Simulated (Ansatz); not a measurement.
Consider the redistribution: `[NH2][GeH]([OH])[CH2]F` + `[CH3][AlH][I]` → `[CH3][GeH]([NH2])[OH]` + `F[CH2][AlH][I]`.

Computed with Ansatz on PBE0-D4/def2-TZVP structures; ΔE is electronic, products minus reactants. CCSD(T)/CBS is the MP2 limit (def2-TZVPP, def2-QZVPP) plus CCSD(T) − MP2 in def2-TZVPP, frozen cores. Functionals use def2-TZVPP. Elements past krypton have def2 core potentials. For Ge, I outer-core shells are correlated without core-valence functions, which leaves a few kJ/mol of doubt a bond. Scalar relativity is left out up to krypton. Each species was taken in one conformer, which may not be the lowest.

`[NH2][GeH]([OH])[CH2]F`:

Cartesian coordinates in Å:
```
N 1.346 0.243 0.971
Ge 0.389 -0.320 -0.475
O 0.114 -2.071 -0.314
C -1.335 0.647 -0.410
F -1.543 1.146 0.872
H 0.929 1.003 1.488
H 2.335 0.391 0.853
H 1.104 -0.172 -1.828
H 0.166 -2.333 0.609
H -2.162 -0.024 -0.657
H -1.343 1.490 -1.108
```

`[CH3][AlH][I]`:

```xyz
7

C    -0.497   -0.704   -0.448
Al    0.312    0.834    0.414
I     2.614    0.655    1.326
H    -1.425   -0.982    0.062
H     0.162   -1.574   -0.461
H    -0.767   -0.462   -1.482
H    -0.399    2.234    0.588
```

`[CH3][GeH]([NH2])[OH]`:

Cartesian coordinates in Å:
```
C 0.061 -0.215 -1.533
Ge -0.274 0.512 0.237
N 0.958 -0.232 1.377
O -1.872 0.023 0.855
H -0.754 0.059 -2.205
H 0.996 0.172 -1.943
H 0.121 -1.303 -1.482
H -0.351 2.051 0.264
H 1.858 -0.438 0.968
H 1.093 0.242 2.258
H -1.836 -0.871 1.205
```

`F[CH2][AlH][I]`:

```xyz
7

F    -0.390    1.560   -0.973
C    -0.754    0.301   -0.509
Al    0.645   -0.561    0.591
I     2.774    0.614    0.987
H    -1.002   -0.324   -1.377
H    -1.686    0.405    0.064
H     0.414   -1.993    1.217
```

```json
{"level": "r2SCANh-D4", "ΔE (eV)": "0.10"}
{"level": "r2SCAN0", "ΔE (eV)": "0.10"}
{"level": "HF/def2-SVP", "ΔE (eV)": "0.13"}
{"level": "MP2/def2-TZVPP", "ΔE (eV)": "0.09"}
```

**Question.** What does CCSD(T)/CBS give? (Estimate.)

**Answer.** The calculation gave: +0.08 eV. The listed levels differ from it by 0.02, 0.02, 0.05, 0.01 eV.

Largest T1 diagnostic among the species: 0.011.

Leaving LDA and LC-ωPBE aside and taking each functional with its dispersion term where it has one, the values, not all of them listed here, spread over 0.03 eV, from revPBE-D4 to r2SCAN-D4. At CCSD(T), def2-SVP lies +0.05 eV from the extrapolated value and def2-TZVPP +0.01 eV.
